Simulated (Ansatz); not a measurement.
The same ligand exchange along the group B, Al, Ga, In.

Computed with Ansatz on PBE0-D4/def2-TZVP structures; ΔE is electronic, products minus reactants. CCSD(T)/CBS adds triple-zeta CCSD(T) − MP2 to the extrapolated MP2 energy (def2 sets, frozen cores). This one scheme is used for every species. DFT in def2-TZVPP. B3LYP here is the variant with VWN-RPA as its local correlation; programs differ in this. def2 core potentials past Kr. For Ga, In outer-core shells are correlated without core-valence functions, which leaves a few kJ/mol of doubt a bond. Scalar relativity is left out up to krypton. One conformer a species, not always the lowest.

```tsv
reaction	B97M-V (kJ/mol)	r2SCAN-D4 (kJ/mol)	B3LYP-D4 (kJ/mol)	PBE-D4 (kJ/mol)	CCSD(T)/CBS(def2) (kJ/mol)
`CB(N)N` + H₂S → `NB(N)S` + CH₄	-61	-62	-59	-60	-57
`[CH3][Al]([NH2])[NH2]` + H₂S → `[NH2][Al]([NH2])[SH]` + CH₄	-118	-119	-115	-113	-116
`[CH3][Ga]([NH2])[NH2]` + H₂S → `[NH2][Ga]([NH2])[SH]` + CH₄	-106	-105	-102	-100	-97
`[CH3][In]([NH2])[NH2]` + H₂S → `[NH2][In]([NH2])[SH]` + CH₄	-121	-117	-114	-113	-110
```

Largest T1 diagnostic: 0.014, for `[NH2][In]([NH2])[SH]`.
